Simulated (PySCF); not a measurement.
## Radial density of Be+ (beryllium, charge +1)

UHF, [He] 3d1, 2D determinant (an excited configuration). All numbers are calculated (PySCF 2.14, no relativity, point nucleus, in dyall-av2z (11s7p2d, 42 functions)).

```tsv
r (bohr)	4πr²ρ (e/bohr)	4πr²(ρα − ρβ)
0.00566	0.01319	0.0000
0.00952	0.03629	0.0000
0.0160	0.09724	0.0000
0.0269	0.2525	0.0000
0.0453	0.6172	0.0000
0.0762	1.370	0.0000
0.128	2.584	0.0000
0.216	3.742	-0.0001
0.362	3.533	0.0000
0.610	1.669	0.0002
1.03	0.2559	0.0032
1.72	0.04183	0.0361
2.90	0.1675	0.1675
4.88	0.2565	0.2565
8.21	0.01371	0.0137
```

The outer electron is Rydberg-like, and this basis confines it to a smaller radius and binds it less than a complete one would.
